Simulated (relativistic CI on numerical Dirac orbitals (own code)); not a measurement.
Slater and spin-orbit integrals, Tm XXXIII

Computed by Dirac-Coulomb-Breit CI, separate exchange-only KLI orbitals for each configuration, model QED, unscaled Slater integrals (own radial code, finite nucleus).

Slater integrals F^k, G^k are unscaled and averaged over j, outside the closed core [Ar] 3d10; ζ comes from projecting the Hamiltonian with its Breit term on Σ l·s of the shell.

- 4s2 4p6 4d: ζ(4d) = 41497 cm⁻¹; <r>(4d) = 0.4672, <r^2>(4d) = 0.2493 (bohr units).
- 4s2 4p5 4d2: ζ(4p) = 332070, F^2(4d,4d) = 215130, F^4(4d,4d) = 146580, F^2(4p,4d) = 216500, G^1(4p,4d) = 269150, G^3(4p,4d) = 172430, ζ(4d) = 41318 cm⁻¹; <r>(4p) = 0.4645, <r^2>(4p) = 0.244, <r>(4d) = 0.4672, <r^2>(4d) = 0.2494 (bohr units).
- 4s2 4p6 4f: ζ(4f) = 6529.5 cm⁻¹; <r>(4f) = 0.4418, <r^2>(4f) = 0.2211 (bohr units).

(1) Give the Racah parameters of the d shell in 4s2 4p5 4d2.

Averages of the first 10 configurations, taken without configuration mixing, which lowers the lowest level and can move excited configurations by several eV; other configurations of the list can lie among them:

```json
{"Configuration": "4s2 4p6 4d", "Parity": "even", "States": "10", "Average energy above the lowest level (eV)": "9.8"}
{"Configuration": "4s2 4p5 4d2", "Parity": "odd", "States": "270", "Average energy above the lowest level (eV)": "179.7"}
{"Configuration": "4s2 4p6 4f", "Parity": "odd", "States": "14", "Average energy above the lowest level (eV)": "187.1"}
{"Configuration": "4s 4p6 4d2", "Parity": "even", "States": "90", "Average energy above the lowest level (eV)": "319.1"}
{"Configuration": "4s2 4p5 4d 4f", "Parity": "even", "States": "840", "Average energy above the lowest level (eV)": "354.8"}
{"Configuration": "4s 4p6 4d 4f", "Parity": "odd", "States": "280", "Average energy above the lowest level (eV)": "494.5"}
{"Configuration": "4s2 4p6 5s", "Parity": "even", "States": "2", "Average energy above the lowest level (eV)": "392.2"}
{"Configuration": "4s2 4p6 5p", "Parity": "odd", "States": "6", "Average energy above the lowest level (eV)": "450.0"}
{"Configuration": "4s2 4p6 5d", "Parity": "even", "States": "10", "Average energy above the lowest level (eV)": "527.8"}
{"Configuration": "4p6 4d3", "Parity": "even", "States": "120", "Average energy above the lowest level (eV)": "632.5"}
```

Answers

(1) B = F²/49 − 5F⁴/441 = 2728 cm⁻¹ and C = 35F⁴/441 = 11634 cm⁻¹.
